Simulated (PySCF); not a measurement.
CH5Si, SMILES C[SiH2] (connectivity only; charge and spin as stated), charge +1, multiplicity 1. Geometry optimised at B3LYP-D3(BJ)/def2-TZVP. The multiplicity is an assumed one; other spin states were not compared. The isomer is the one that the SMILES or the coordinates give; other isomers of the formula were not compared.

TDDFT-PBE0/def2-TZVPD in PySCF puts the lowest singlet excitations at 5.36, 5.60, 7.30, 7.36, 9.66, 9.81 eV.

Task: What are the lowest excitation roots from ADC(2)/aug-cc-pVDZ run with PySCF? (The exact figures need the calculation; the answer reports its results.)

Result: 5.74, 6.10, 8.07, 8.31, 10.33, 10.60 eV. S1 differs by 0.38 eV (second minus first; roots are paired by order, and the bases may differ).
